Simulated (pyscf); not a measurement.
PySCF, gas phase, ωB97X-D3(BJ)/def2-SVP geometries. MP2 and CC: frozen core, UHF for open shells. ΔMP2 is the change of the MP2 total energy from the triple- to the quadruple-zeta basis.

SMILES: O=[SiH][AsH2]
```xyz
6

O     -1.0595     0.0300     2.1915
Si    -1.5549     0.2207     0.7547
As    -0.8304    -1.0026    -1.0899
H     -2.6336     1.1832     0.3787
H      0.5838    -1.0630    -0.5501
H     -0.6029     0.2790    -1.8753
```

### Question
What is the homolytic dissociation enthalpy (298 K, CCSD(T)/def2-TZVPP + ΔMP2(QZVPP)) of the As–Si bond of O=SiH–AsH₂, to [O=SiH]• + AsH₂•?

### Answer
As–Si to [O=SiH]• + AsH₂•: 60.8 kcal/mol. The radicals are drawn with the spin at the cut bond; how far it spreads was not checked. The CCSD(T) − MP2 part came from Ansatz, without density fitting, on the same reference. The frozen core leaves the outer d or s,p core shells of the metals and heavy elements correlated in the MP2 and CC values, and def2-TZVPP describes them poorly, which can shift differences by a few kcal/mol. Elements up to Kr have no core potential and no relativistic terms here.
